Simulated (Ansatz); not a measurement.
`C[Se][SiH2]Cl` + `[SiH3][SeH]` → `C[Se][Se][SiH3]` + `[SiH3]Cl` at 500 K and 1 bar (ligand exchange at the Se–Si bond).

Gas-phase electronic energies from Ansatz, PBE0-D4/def2-TZVP geometries. CCSD(T)/CBS adds triple-zeta CCSD(T) − MP2 to the extrapolated MP2 energy (def2 sets, frozen cores). This one scheme is used for every species. For Se outer-core shells are correlated without core-valence functions, which leaves a few kJ/mol of doubt a bond. Scalar relativity is left out up to krypton. Each species was taken in one conformer, which may not be the lowest.

```tsv
species	CCSD(T)/CBS energy (Eh)	H − E (kJ/mol)	S (J/(mol·K))
`C[Se][SiH2]Cl`	-3190.69652	193.5	417.5
`[SiH3][SeH]`	-2692.20088	115.2	325.5
`C[Se][Se][SiH3]`	-5132.18229	216.4	444.8
`[SiH3]Cl`	-750.69636	92.3	281.7
```

H − E and S are ideal-gas, rigid-rotor, harmonic terms from PBE0-D4/def2-TZVP, for one conformer and one mirror image of each species. 1 Eh = 2625.50 kJ/mol, R = 8.31446 J/(mol·K).

Problem. By hand: ΔE, ΔH, ΔS and ΔG.

Solution. ΔE = (-5132.18229) + (-750.69636) − (-3190.69652) − (-2692.20088) = 0.01875 Eh = 49.2 kJ/mol. Δ(H − E) = 216.4 + 92.3 − 193.5 − 115.2 = 0.0, so ΔH = 49.2 kJ/mol. ΔS = 444.8 + 281.7 − 417.5 − 325.5 = -16.5 J/(mol·K). ΔG = 49.2 − 500 × (-16.5)/1000 = 57.5 kJ/mol.

Problem. By hand: the equilibrium constant, and the temperature at which ΔG would vanish if ΔH and ΔS stayed fixed.

Solution. log₁₀ K = −ΔG/(RT ln 10) = -6.0. ΔH and −TΔS have one sign here, so there is no such temperature.

ΔH outweighs TΔS. A doubt of 5 kJ/mol in ΔE shifts log₁₀ K by 0.5 here. Other conformers and mirror images would add mixing entropy, several J/(mol·K) or more a flexible species. Modes under 60 cm⁻¹, often nearly free rotors, make the harmonic entropy too high. These are equilibria of isolated gas molecules and say nothing of rates. Largest T1 diagnostic: 0.010 (customary marks: 0.02 for closed shells, 0.045 for open ones).
